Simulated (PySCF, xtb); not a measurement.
Sb(H)2(Me) (CH5Sb), SMILES [CH3][SbH2].

GFN2-xTB run with xtb at its own geometry gives an orbital gap of 4.67 eV and a dipole moment of 1.07 D.

Geometry: PBE0-D3(BJ)/def2-TZVP. The def2 effective core potentials stand for the cores of Sb; spin–orbit coupling is left out.

### Question
What does PySCF with r2SCAN/def2-TZVPD give? (Estimate from the structure and the level; the computed values follow.)

### Answer
gap 5.54 eV (levels -6.27 and -0.73 eV), dipole 0.77 D.
